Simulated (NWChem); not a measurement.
Species: AlNH$_{3}$OCl; SMILES [NH2][Al]([OH])[Cl]

```xyz
7

Al     0.0309    -0.4146     0.0000
Cl     0.0111     1.6925     0.0000
O      1.5598    -1.1704     0.0000
H      1.6578    -2.1298     0.0000
N     -1.5225    -1.2629     0.0000
H     -1.6557    -2.2658     0.0000
H     -2.4141    -0.7835     0.0000
```
Atoms are numbered in this order, from 1.

Computed with NWChem. Pople sets run with spherical d functions. Geometry: optimised at B3LYP/6-31G* (spherical d). Ions are spin-unrestricted doublets at the neutral geometry; other ion states weren't tried.

```tsv
level	vertical ionisation energy, ΔSCF (eV)	−ε(HOMO) (eV)	ΔSCF minus −ε(HOMO) (eV)
B3LYP/6-31G*	9.93	7.18	2.75
CAM-B3LYP/6-31G*	10.13	8.91	1.22
BHandHLYP/6-31G*	9.94	8.87	1.07
PBE0/6-31G*	9.97	7.50	2.47
```
